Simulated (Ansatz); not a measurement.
Z-matrix (Å, degrees):
```
N
H 1 1.0229
H 1 1.0229 2 108.69
H 1 1.0229 2 108.69 3 -118.13
In 1 2.3148 2 110.25 4 -120.93
Cl 5 2.3660 1 97.65 2 120.20
Cl 5 2.3660 1 97.65 2 -119.80
Cl 5 2.3660 1 97.65 2 0.19
```
Charge 0, spin multiplicity 1.

All values below come from frozen-core CCSD(T)/def2-TZVPP // B3LYP-D3(BJ)/def2-SVP (Ansatz, a first-principles code).

```json
{
 "HF energy": "-1624.18461 Ha",
 "MP2 correlation energy": "-1.06854 Ha"
}
```

Q: Estimate the CCSD correlation energy, the (T) correction, the total energy and the T1 diagnostic.

A: 
| Property | Value |
|---|---|
| CCSD correlation energy | -1.11775 Ha |
| (T) correction | -0.04300 Ha |
| CCSD(T) total energy | -1625.34536 Ha |
| T1 diagnostic | 0.011 |
